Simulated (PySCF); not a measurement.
A ladder of Hamiltonians for Co¹⁷⁺ (cobalt, charge +17)

Occupied: 1s1/2, 2s1/2, 2p1/2, 2p3/2. Hartree-Fock calculated with PySCF 2.14 in an uncontracted even-tempered set (17 s from 1.2 bohr⁻², ratio 2.7; 12 p from 1.4 bohr⁻², ratio 2.7), Gaussian nucleus throughout. NR is non-relativistic, sf-X2C the spin-free one-electron X2C Hamiltonian, X2C adds the bare one-electron spin-orbit term, X2C-SNSO screens it by Boettger's factors, DC is four-component Dirac-Coulomb, and the Gaunt and Breit terms are added at first order (total energies over the DC spinors, levels after relaxing the spinors in that mean field). QED terms are absent. Levels marked empty are virtual spinors of this ion.

| level (eV) | NR | sf-X2C | X2C | X2C-SNSO |
| --- | --- | --- | --- | --- |
| 1s1/2 | -8314.1 | -8390.3 | -8390.2 | -8390.2 |
| 2s1/2 | -1523.4 | -1541.5 | -1541.5 | -1541.5 |
| 2p1/2 | -1400.1 | -1404.7 | -1416.2 | -1415.3 |
| 2p3/2 | -1400.1 | -1404.7 | -1399.2 | -1399.6 |
| 3s1/2 (empty) | -541.05 | -545.67 | -545.67 | -545.67 |
| 3p1/2 (empty) | -505.33 | -506.99 | -509.35 | -509.17 |
| 3p3/2 (empty) | -505.33 | -506.99 | -505.84 | -505.92 |

**Question.** Where do the four-component calculations put these levels?

**Answer.** 1s1/2: DC -8393.9, DC+Gaunt -8384.9, DC+Breit -8385.4; 2s1/2: DC -1541.9, DC+Gaunt -1541.2, DC+Breit -1541.2; 2p1/2: DC -1415.4, DC+Gaunt -1414.1, DC+Breit -1414.2; 2p3/2: DC -1399.8, DC+Gaunt -1398.9, DC+Breit -1399.1; 3s1/2 (empty): DC -545.73, DC+Gaunt -545.57, DC+Breit -545.59; 3p1/2 (empty): DC -509.19, DC+Gaunt -508.92, DC+Breit -508.96; 3p3/2 (empty): DC -505.96, DC+Gaunt -505.77, DC+Breit -505.81 (eV).

```csv
Hamiltonian,E (hartree),E − E(DC) (hartree),CPU seconds
NR,-1236.8589,10.2692,0.21
sf-X2C,-1246.9203,0.2078,0.11
X2C,-1246.9484,0.1797,0.14
X2C-SNSO,-1246.9444,0.1837,0.14
DC,-1247.1281,0.0000,7.4
DC+Gaunt,-1246.5892,0.5389,16
DC+Breit,-1246.6336,0.4945,71
```

Weight of the small component: 1s1/2 0.00946, 2s1/2 0.00183, 2p1/2 0.00179, 2p3/2 0.00176, 3s1/2 0.000585, 3p1/2 0.000564, 3p3/2 0.000559.

Koopmans' value for the highest occupied level at DC+Breit: 1399.1 eV, against an ionisation energy of 1397.2 ± 0.5 eV (measured; NIST Atomic Spectra Database, ionization energies); the former lacks relaxation, correlation, QED and recoil.

The whole ladder took 98 s of wall time on 1 thread of Intel(R) Xeon(R) Platinum 8375C CPU @ 2.90GHz (shared host), launched as `OMP_NUM_THREADS=1 python relrun2.py TASK.json OUT` (a driver that calls PySCF for each Hamiltonian).
